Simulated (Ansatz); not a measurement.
Geometry optimisation, Ansatz, RKS PBE0/def2-SVP.

The input (input.yaml):

```yaml
crystal:
  periodic: [false, false, false]
  atoms:
    - { symbol: C, position_ang: [-0.4236, 1.3969, -0.4455] }
    - { symbol: Al, position_ang: [-0.4643, -0.5145, -0.0742] }
    - { symbol: B, position_ang: [0.6845, -1.9714, 1.0097] }
    - { symbol: S, position_ang: [-0.0421, -2.5049, -0.6252] }
    - { symbol: H, position_ang: [-1.2163, 1.6512, -1.2667] }
    - { symbol: H, position_ang: [-0.7384, 2.0137, 0.4636] }
    - { symbol: H, position_ang: [0.5616, 1.7578, -0.7975] }
    - { symbol: H, position_ang: [1.7307, -1.8859, 1.6801] }
basis:
  gaussian: { orbitals: def2-SVP }
hamiltonian:
  xc: pbe0
relax:
  f_tol: 0.015
  max_steps: 40
output:
  orbitals: {}
```

Command:

```bash
$ ansatz run input.yaml --threads 1 --pin off --max-ram 2048MiB --backend cpu --events-out ev --progress --plain --runs-dir out
```

Where does it end, and by what steps?

It converged. The force dipped under the threshold on the way, but the program's further checks kept it going. After 19 steps the energy has fallen by 1.420 eV; H8 moved furthest, 1.02 Å.

| step | energy less start (eV) | largest force component (eV/Å) | accepted |
| --- | --- | --- | --- |
| 0 | 0.0000 | 2.695 | yes |
| 1 | -0.8997 | 1.191 | yes |
| 2 | -1.1633 | 0.725 | yes |
| 3 | -1.3110 | 0.375 | yes |
| 4 | -1.3933 | 0.381 | yes |
| 5 | -1.4067 | 0.359 | yes |
| 6 | -1.4155 | 0.075 | yes |
| 7 | -1.4169 | 0.046 | yes |
| 8 | -1.4175 | 0.052 | yes |
| 9 | -1.4178 | 0.091 | yes |
| 10 | -1.4183 | 0.102 | yes |
| 11 | -1.4192 | 0.005 | yes |
| 12 | -1.4196 | 0.018 | yes |
| 13 | -1.4194 | 0.076 | no |
| 14 | -1.4186 | 0.162 | no |
| 15 | -1.4197 | 0.005 | yes |
| 16 | -1.4199 | 0.021 | yes |
| 17 | -1.4198 | 0.034 | no |
| 18 | -1.4200 | 0.010 | yes |
| 19 | -1.4200 | 0.009 | yes |

```xyz
8
Properties=species:S:1:pos:R:3
C -0.521 1.491 -0.484
Al 0.118 -0.196 0.244
B 0.779 -1.922 1.028
S 0.489 -2.178 -0.732
H -1.512 1.356 -0.946
H -0.601 2.276 0.284
H 0.162 1.848 -1.272
H 1.178 -2.732 1.822
```

Whether the end is a true minimum wasn't checked by a vibrational analysis.

Time of the run: 2.5 min on 1 thread of Intel(R) Xeon(R) Processor @ 2.50GHz (Skylake/Cascade Lake), on a shared host, peak memory 0.17 GiB.
